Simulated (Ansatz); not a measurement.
Ansatz (an electronic-structure program) input (B3LYP-D3(BJ)/def2-TZVP):

Ansatz 0.2 input:
```yaml
crystal:
  periodic: [false, false, false]
  atoms:
    - {symbol: Pb, position_ang: [0.00370110, -0.00395228, 0.48272304]}
    - {symbol: Cl, position_ang: [1.30562040, 1.59907514, -1.16127885]}
    - {symbol: Cl, position_ang: [-1.32347278, -1.58001119, -1.16714994]}
basis:
  gaussian:
    orbitals: def2-TZVP
hamiltonian:
  xc: b3lyp
  dispersion: d3bj
total_charge: -1
magnetization: {spin_polarized: true, initial_magnetization: 1}
phonons: {temperatures: {t_min: 298.15, t_max: 298.15, t_step: 100}}
```

Output:

```
Functional definition: B3LYP
integrals: 0.05 GiB planned
956 factors; their error is unknown
mean field: 0.66 GiB planned
mean field evaluation 1: about -30301.6088 eV, gradient 8.9e0 eV
mean field evaluation 2: about -30301.5005 eV, gradient 1.1e1 eV
mean field evaluation 4: about -30301.8927 eV, gradient 2.5e-1 eV
mean field evaluation 8: about -30301.9858 eV, gradient 8.6e-2 eV
mean field evaluation 16: about -30301.9858 eV, gradient 5.5e-6 eV
mean field -30301.98579403 eV, -1113.5774385071 hartree, gradient 5.5e-6 eV, S^2 0.751715; 1 other end points of the search recorded, 0 dependent functions left out
the calculation of the forces begins
reference -30301.98601387 eV, -1113.5774465858 hartree; 29, 28 occupied and 95, 96 virtual orbitals, 956 factors
these checks for a lower state are left out or cut short: stability, starts, cluster_reference, orbital_swaps, neighbouring_geometries, increment
integrals: 0.05 GiB planned
956 factors; their error is unknown
mean field: 0.66 GiB planned
mean field -30301.98578945 eV, -1113.5774383386 hartree, gradient 1.5e-6 eV, S^2 0.751715; 0 other end points of the search recorded, 0 dependent functions left out
the calculation of the forces begins
reference -30301.98600931 eV, -1113.5774464182 hartree; 29, 28 occupied and 95, 96 virtual orbitals, 956 factors
these checks for a lower state are left out or cut short: stability, starts, cluster_reference, orbital_swaps, neighbouring_geometries, increment
integrals: 0.05 GiB planned
956 factors; their error is unknown
mean field: 0.66 GiB planned
mean field evaluation 32: about -30301.9858 eV, gradient 7.0e-5 eV
mean field -30301.98577234 eV, -1113.5774377099 hartree, gradient 1.7e-6 eV, S^2 0.751715; 0 other end points of the search recorded, 0 dependent functions left out
the calculation of the forces begins
reference -30301.98599215 eV, -1113.5774457878 hartree; 29, 28 occupied and 95, 96 virtual orbitals, 956 factors
these checks for a lower state are left out or cut short: stability, starts, cluster_reference, orbital_swaps, neighbouring_geometries, increment
integrals: 0.05 GiB planned
956 factors; their error is unknown
mean field: 0.66 GiB planned
mean field -30301.98584586 eV, -1113.5774404115 hartree, gradient 1.2e-6 eV, S^2 0.751715; 0 other end points of the search recorded, 0 dependent functions left out
the calculation of the forces begins
reference -30301.98606573 eV, -1113.5774484916 hartree; 29, 28 occupied and 95, 96 virtual orbitals, 956 factors
these checks for a lower state are left out or cut short: stability, starts, cluster_reference, orbital_swaps, neighbouring_geometries, increment
integrals: 0.05 GiB planned
956 factors; their error is unknown
mean field: 0.66 GiB planned
mean field -30301.98572073 eV, -1113.5774358131 hartree, gradient 2.7e-6 eV, S^2 0.751715; 0 other end points of the search recorded, 0 dependent functions left out
the calculation of the forces begins
reference -30301.98594052 eV, -1113.5774438905 hartree; 29, 28 occupied and 95, 96 virtual orbitals, 956 factors
these checks for a lower state are left out or cut short: stability, starts, cluster_reference, orbital_swaps, neighbouring_geometries, increment
integrals: 0.05 GiB planned
956 factors; their error is unknown
mean field: 0.66 GiB planned
mean field -30301.98578486 eV, -1113.5774381701 hartree, gradient 1.7e-6 eV, S^2 0.751715; 0 other end points of the search recorded, 0 dependent functions left out
the calculation of the forces begins
reference -30301.98600468 eV, -1113.5774462483 hartree; 29, 28 occupied and 95, 96 virtual orbitals, 956 factors
these checks for a lower state are left out or cut short: stability, starts, cluster_reference, orbital_swaps, neighbouring_geometries, increment
integrals: 0.05 GiB planned
956 factors; their error is unknown
mean field: 0.66 GiB planned
mean field -30301.98579516 eV, -1113.5774385486 hartree, gradient 6.2e-7 eV, S^2 0.751715; 0 other end points of the search recorded, 0 dependent functions left out
the calculation of the forces begins
reference -30301.98601501 eV, -1113.5774466278 hartree; 29, 28 occupied and 95, 96 virtual orbitals, 956 factors
Total energy: -30302.15623109 eV, -1113.5837019535 hartree
Atom 0 at     0.003701    -0.003952     0.482723 Å, force    -0.000001     0.000001    -0.000071 eV/Å
Atom 1 at     1.305620     1.599075    -1.161279 Å, force    -0.000025    -0.000031     0.000035 eV/Å
Atom 2 at    -1.323473    -1.580011    -1.167150 Å, force     0.000026     0.000031     0.000036 eV/Å
Dipole moment:     0.008292    -0.008855     1.081497 e Å
Vibrations: 71.49 217.30 237.64 cm⁻¹, zero-point energy 0.032634 eV
```
